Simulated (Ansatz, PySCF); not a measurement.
Caution: the highest occupied level lies above zero, so the state may not be bound. This triplet is an excited state, 1.18 eV above the relaxed singlet at the level frozen-core CCSD(T)/aug-cc-pVTZ // PBE0-D3(BJ)/def2-TZVPD (Ansatz, a quantum-chemistry and plane-wave program).

Z-matrix (Å, degrees):
```
N
H 1 1.0149
H 1 1.0149 2 109.63
B 1 1.4717 2 118.90 3 -141.54
H 4 1.2165 1 130.53 2 69.00
```
Charge -1, spin multiplicity 3.

Problem. Predict the highest occupied spin orbital and total energy from PBE0-D3(BJ)/def2-TZVPD (PySCF).

Solution. 
| Property | Value |
|---|---|
| highest occupied spin orbital | 2.06 eV |
| total energy | -81.2419 Ha |
